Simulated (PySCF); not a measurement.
**Computed properties of SrCl₂, SMILES [Cl][Sr][Cl]**

SrCl2, SMILES [Cl][Sr][Cl]. Geometry: B3LYP-D3(BJ)/def2-TZVP. The isomer is the one that the SMILES or the coordinates give; other isomers of the formula were not compared. The def2 effective core potentials stand for the cores of Sr; spin–orbit coupling is left out. One conformer was computed; it need not be the lowest. All values are computed for the isolated molecule unless a solvent is named; none is compared with measurement here.

**Structure.** The optimised structure has C2v symmetry. All 3 harmonic modes at B3LYP-D3(BJ)/def2-TZVP (PySCF) are real, so it is a minimum. With heavy atoms numbered as in [Sr:1]([Cl:2])[Cl:3], the shortest bond between them is Sr1–Cl2 at 2.621 Å and the longest Sr1–Cl3 at 2.621 Å.

**Vibrations.** The strongest infrared lines (harmonic, unscaled, degenerate partners summed) lie at 310 cm⁻¹ (140 km/mol, Cl 58 %, Sr 42 %), 37 cm⁻¹ (31 km/mol, Cl 64 %, Sr 36 %), 270 cm⁻¹ (11 km/mol, Cl 91 %, Sr 9 %). The softest mode is at 37 cm⁻¹ and the zero-point energy is 0.9 kcal/mol.

**Electronic structure.** B3LYP/def2-TZVPD (PySCF) places the frontier levels at -7.65 and -2.52 eV, a gap of 5.13 eV, and gives a dipole moment of 5.06 D and a mean polarisability of 63.2 bohr³. PBE/def2-TZVPD (PySCF) at the same geometry gives -6.60 and -2.83 eV, so its gap is 1.36 eV narrower. An orbital gap is neither the optical nor the fundamental gap.

**Excitations.** TDDFT-CAM-B3LYP/def2-TZVPD (PySCF) has S1 at 4.86 eV (255 nm, f = 0.001, dark); the most intense of the 10 singlets computed lies at 4.94 eV (f = 0.05). T1 (TDA) is at 4.77 eV. TDDFT-PBE/def2-TZVPD (PySCF) puts S1 at 3.79 eV. No vertical singlet excitation falls in the visible range (under 3.1 eV).
